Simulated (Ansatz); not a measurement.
Ansatz (an electronic-structure program) input (SVWN5/def2-TZVPD):

Ansatz 0.2 input:
```yaml
crystal:
  periodic: [false, false, false]
  atoms:
    - {symbol: C, position_ang: [3.74306501, -0.01823666, 0.06935374]}
    - {symbol: C, position_ang: [2.38821145, -0.71716320, 0.00502753]}
    - {symbol: C, position_ang: [1.21189019, 0.25537609, 0.03509284]}
    - {symbol: C, position_ang: [-0.14843019, -0.43377566, -0.02565932]}
    - {symbol: C, position_ang: [-1.32158030, 0.54186008, 0.00207876]}
    - {symbol: C, position_ang: [-2.67192091, -0.16191639, -0.07477716]}
    - {symbol: O, position_ang: [-3.77155407, 0.63950871, -0.02081190]}
    - {symbol: H, position_ang: [3.87277495, 0.66522224, -0.77326176]}
    - {symbol: H, position_ang: [3.83943929, 0.56782640, 0.98651228]}
    - {symbol: H, position_ang: [4.56506867, -0.73585284, 0.04521044]}
    - {symbol: H, position_ang: [2.33080037, -1.32264541, -0.90545306]}
    - {symbol: H, position_ang: [2.29705196, -1.41763593, 0.84164758]}
    - {symbol: H, position_ang: [1.29989893, 0.95545021, -0.80310198]}
    - {symbol: H, position_ang: [1.26852006, 0.86377935, 0.94450829]}
    - {symbol: H, position_ang: [-0.23548767, -1.13328474, 0.81389477]}
    - {symbol: H, position_ang: [-0.20193427, -1.04430603, -0.93440076]}
    - {symbol: H, position_ang: [-1.29354279, 1.14324230, 0.91488396]}
    - {symbol: H, position_ang: [-1.24726329, 1.24028420, -0.83655495]}
    - {symbol: H, position_ang: [-2.78787561, -0.87587842, 0.76830545]}
    - {symbol: H, position_ang: [-2.74242954, -0.81913650, -0.96239355]}
basis:
  gaussian:
    orbitals: def2-TZVPD
hamiltonian:
  xc: {name: SVWN5}
magnetization: {spin_polarized: true, initial_magnetization: 1}
output: {forces: true}
```

End of the output:

```
integrals: 0.44 GiB planned
1891 factors; their error is unknown
0.26 GiB of the device are held for the grids
2.67 GiB of device memory are held for the factors and their scratch space
mean field: 3.47 GiB planned
mean field evaluation 1: about -8381.6299 eV, gradient 7.3e1 eV
mean field evaluation 2: about -8309.3829 eV, gradient 1.3e2 eV
mean field evaluation 4: about -8405.8822 eV, gradient 1.9e1 eV
mean field evaluation 8: about -8407.1669 eV, gradient 4.6e-1 eV
mean field evaluation 16: about -8407.1010 eV, gradient 1.0e-2 eV
mean field evaluation 32: about -8406.6912 eV, gradient 7.3e0 eV
mean field -8407.10095994 eV, -308.9552617400 hartree, gradient 3.8e-6 eV, S^2 0.752240; 3 other end points of the search recorded, 0 dependent functions left out
the calculation of the forces begins
reference -8407.10102627 eV, -308.9552641777 hartree; 29, 28 occupied and 350, 351 virtual orbitals, 1891 factors
Total energy: -8407.10102627 eV, -308.9552641777 hartree
Atom 0 at     3.743065    -0.018237     0.069354 Å, force    -0.699525    -0.338262    -0.032305 eV/Å
Atom 1 at     2.388211    -0.717163     0.005028 Å, force     0.078955     0.820473     0.044857 eV/Å
Atom 2 at     1.211890     0.255376     0.035093 Å, force    -0.090209    -0.840821    -0.046424 eV/Å
Atom 3 at    -0.148430    -0.433776    -0.025659 Å, force     0.087025     0.811578     0.048583 eV/Å
Atom 4 at    -1.321580     0.541860     0.002079 Å, force     0.024193    -0.897429    -0.010698 eV/Å
Atom 5 at    -2.671921    -0.161916    -0.074777 Å, force    -0.386213     1.849214     0.042429 eV/Å
Atom 6 at    -3.771554     0.639509    -0.020812 Å, force     0.884295    -0.742960    -0.040734 eV/Å
Atom 7 at     3.872775     0.665222    -0.773262 Å, force     0.021975     0.205252    -0.253108 eV/Å
Atom 8 at     3.839439     0.567826     0.986512 Å, force     0.011890     0.176321     0.274605 eV/Å
Atom 9 at     4.565069    -0.735853     0.045210 Å, force     0.237527    -0.207108    -0.006781 eV/Å
Atom 10 at     2.330800    -1.322645    -0.905453 Å, force    -0.040811    -0.186390    -0.286360 eV/Å
Atom 11 at     2.297052    -1.417636     0.841648 Å, force    -0.052021    -0.215762     0.262948 eV/Å
Atom 12 at     1.299899     0.955450    -0.803102 Å, force     0.031385     0.232194    -0.279072 eV/Å
Atom 13 at     1.268520     0.863779     0.944508 Å, force     0.018725     0.200665     0.301081 eV/Å
Atom 14 at    -0.235488    -1.133285     0.813895 Å, force    -0.018780    -0.233835     0.279725 eV/Å
Atom 15 at    -0.201934    -1.044306    -0.934401 Å, force    -0.008364    -0.205357    -0.305497 eV/Å
Atom 16 at    -1.293543     1.143242     0.914884 Å, force    -0.002070     0.195731     0.296839 eV/Å
Atom 17 at    -1.247263     1.240284    -0.836555 Å, force    -0.006181     0.219681    -0.276421 eV/Å
Atom 18 at    -2.787876    -0.875878     0.768305 Å, force    -0.043627    -0.420781     0.293176 eV/Å
Atom 19 at    -2.742430    -0.819137    -0.962394 Å, force    -0.048171    -0.422403    -0.306845 eV/Å
Dipole moment:     0.466666    -0.298411    -0.001031 e Å
```

It need not be the lowest isomer of its formula.
